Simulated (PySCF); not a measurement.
Te (tellurium, neutral): UHF calculation

Configuration: [Kr] 4d10 5s1 5p5, high-spin 3P determinant (an excited configuration). Calculation: PySCF 2.14, in aug-cc-pwCVTZ-DK3 with one added diffuse shell each of s, p, d, f type (11s10p8d5f1g, 125 functions); scalar relativity by spin-free X2C-1e.

- Total energy: -6790.261299 hartree
- One-electron energy: -9315.9859 hartree
- Hartree (Coulomb) energy: 2700.4914 hartree
- Exchange energy: -174.7667 hartree
- ⟨S²⟩: 2.0446
- ⟨L²⟩: 2.025
- Sum of ⟨r⟩: 38.01 bohr
- Sum of ⟨r²⟩: 65.32 bohr²
- Traceless quadrupole moment −½Σ⟨3z² − r²⟩ along its main axis: 3.33 e·bohr²
- Langevin diamagnetic susceptibility: -51.7 ×10⁻⁶ cm³/mol

| shell | electrons | mean orbital energy (eV) | spread (eV) | rms radius, mean of both spins (bohr) |
| --- | --- | --- | --- | --- |
| 1s α | 1 | -31970.1 | 0 | 0.0320 |
| 1s β | 1 | -31969.9 | 0 | 0.0320 |
| 2s α | 1 | -5001.8 | 0 | 0.130 |
| 2s β | 1 | -5001.6 | 0 | 0.130 |
| 2p α | 3 | -4486.7 | 0.063 | 0.116 |
| 2p β | 3 | -4486.6 | 0.035 | 0.116 |
| 3s α | 1 | -1038.7 | 0 | 0.343 |
| 3s β | 1 | -1038.4 | 0 | 0.343 |
| 3p α | 3 | -866.74 | 0.150 | 0.343 |
| 3p β | 3 | -866.50 | 0.017 | 0.343 |
| 3d α | 5 | -605.57 | 0.126 | 0.322 |
| 3d β | 5 | -605.48 | 0.079 | 0.322 |
| 4s α | 1 | -195.45 | 0 | 0.815 |
| 4s β | 1 | -194.65 | 0 | 0.815 |
| 4p α | 3 | -139.54 | 0.372 | 0.876 |
| 4p β | 3 | -139.05 | 0.026 | 0.876 |
| 4d α | 5 | -55.132 | 0.437 | 1.05 |
| 4d β | 5 | -54.679 | 0.212 | 1.05 |
| 5s α | 1 | -24.134 | 0 | 2.24 |
| 5p α | 3 | -11.381 | 1.322 | 2.88 |
| 5p β | 2 | -7.655 | 0 | 2.88 |

Densities and radii are taken from the X2C orbitals without a picture-change correction, which distorts them close to the nucleus.

Spin-orbit constants ζ (cm⁻¹) from the X2C one-electron operator on these orbitals: bare nucleus, nucleus screened by l(l+1)(2l+1)/3 electrons, and screened by the Breit-Pauli mean field of the electrons.

```
shell     bare  screened nucleus  mean field
   2p  1466000           1409000         n/a
   3p   276700            266100         n/a
   3d    41910             33850         n/a
   4p    50050             48120         n/a
   4d     5564              4494         n/a
   5p     4378              4210         n/a
```

To first order the Landé constant is A = -2105 cm⁻¹, so the lowest level has J = 2 and lies 0.261 eV below the centre of the term. This holds in LS coupling only.
